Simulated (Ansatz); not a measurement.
A nudged elastic band was laid between two geometries of ClGaH2 + H2 (6 atoms, charge 0, multiplicity 1).

These are results of Ansatz, RKS PBE0/def2-SVP, not measurements.

* movable images: 7
* climbing image: yes
* spring: 5.0 eV/Å²
* optimiser: quadratic models (default)
* start path: through a guess of the saddle point
* force threshold: 0.05 eV/Å
* iteration limit: 60
* end points: relaxed

Initial state:

```xyz
6
Properties=species:S:1:pos:R:3
Ga 0.002 0.174 0.160
Cl -0.013 0.823 2.227
H 1.414 0.072 -0.492
H -1.404 -0.012 -0.487
H 0.077 -2.307 0.526
H 0.069 -2.031 1.240
```

Final state:

```xyz
6
Properties=species:S:1:pos:R:3
Ga 0.020 -0.454 -0.376
Cl 0.012 -0.050 2.368
H 1.361 0.317 -0.648
H -1.366 0.236 -0.644
H 0.066 -2.010 -0.113
H 0.051 -1.320 2.587
```

Problem. What changes between the two ends?

Solution. Bonds broken: Ga1–Cl2, H5–H6. Bonds formed: Ga1–H5, Cl2–H6. ClGaH2 + H2 becomes ClGaH4.

Problem. What energy profile does the band end with?

Solution. The run converged. The highest image is number 4 of 0 to 8, 1.12 eV above the first end and 0.20 eV above the last; the last end lies 0.92 eV above the first. A vibrational analysis at the climbing image gives one clearly imaginary mode, 727i cm⁻¹: a first-order saddle point. The orbitals stay closed-shell, which can raise the energy where a bond breaks towards radicals; this wasn't checked here.

```csv
image,path coordinate (Å),energy (eV),Ga1–Cl2 (Å),H5–H6 (Å),Ga1–H5 (Å)
0,0.00,0.00,2.17,0.76,2.51
1,0.37,0.03,2.18,0.77,2.30
2,0.75,0.23,2.23,0.78,2.08
3,1.12,0.75,2.36,0.88,1.85
4,1.50,1.12,2.54,1.17,1.69
5,1.83,1.03,2.72,1.55,1.61
6,2.16,0.97,2.79,1.94,1.59
7,2.49,0.94,2.78,2.35,1.58
8,2.83,0.92,2.77,2.79,1.58
```

Problem. What is the geometry of the highest image?

Solution. 
```xyz
6
Properties=species:S:1:pos:R:3
Ga 0.016 -0.343 -0.143
Cl 0.017 0.028 2.372
H 1.428 0.098 -0.621
H -1.419 0.025 -0.612
H 0.058 -1.861 0.593
H 0.045 -1.229 1.583
```

Problem. What are the harmonic wavenumbers there?

Solution. 727i, 271, 411, 613, 687, 803, 992, 1083, 1380, 1749, 2030, 2049 cm⁻¹.

The run took 110 s on 1 thread of Arm Neoverse V2, with other jobs on the host, peak memory 0.14 GiB.
